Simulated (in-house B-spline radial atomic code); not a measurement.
Configurations of Sm6+, with energies counted from [Kr] 4d10 4f4 5s2 5p4. Level of theory: scalar-relativistic (X2C) r2SCAN0, spin-polarised, spherical fractional occupations, exact exchange averaged over the configuration, Fermi nucleus of rms radius 5.0819 fm; calculated with a B-spline radial code for spherical atoms. Shells without spins written out take the highest spin.

Occupations are held fixed; configurations that lie above the ionisation limit could autoionise.

```tsv
configuration	E - E(ref) (eV)	highest orbital	its <r> (bohr)
[Kr] 4d10 4f3 5s2 5p4 5d1	25.283	5d up	1.725
[Kr] 4d10 4f3 5s2 5p4 6s1	39.693	6s up	2.549
[Kr] 4d10 4f3 5s2 5p4 6p1	47.92	6p up	2.848
[Kr] 4d9 4f4 5s2 5p4 6s1	167.28	6s up	2.542
```

**Question.** Order these further configurations by energy, lowest first.
A. [Kr] 4d10 4f4 5s2 5p3 6p1
B. [Kr] 4d10 4f3 5s2 5p5
C. [Kr] 4d9 4f5 5s2 5p4
D. [Kr] 4d10 4f3 5s2 5p4 6d1

**Answer.** B (-4.3526 eV), A (48.734 eV), D (59.261 eV), C (125.57 eV).

**Question.** Is the reference the lowest configuration at this level of theory?

**Answer.** No: [Kr] 4d10 4f3 5s2 5p5 lies 4.353 eV lower with this functional.
